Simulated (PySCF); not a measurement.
H3MgNO, SMILES [NH2][Mg][OH].

The structure is a stationary point at TPSSh-D3(BJ)/def2-TZVP. The values are those of a single conformer.

The numbers are results of ωB97X/def2-TZVPD in PySCF, not measurements.

Isolated molecule, no solvent.

Estimate the frontier levels, gap, dipole moment and polarisability. (The exact figures need the calculation; the answer reports its results.)


| Quantity | Result |
|---|---|
| highest occupied level | -8.84 eV |
| lowest empty level | 0.65 eV |
| orbital gap | 9.48 eV |
| dipole moment | 0.83 D |
| quadrupole, principal values (traceless, Buckingham form, about the centre of nuclear charge) | -6.63, 1.60, 5.04 D·Å |
| mean static polarisability | 37.1 bohr³ (5.50 Å³) |
| polarisability, principal values | 33.0, 38.1, 40.3 bohr³ |
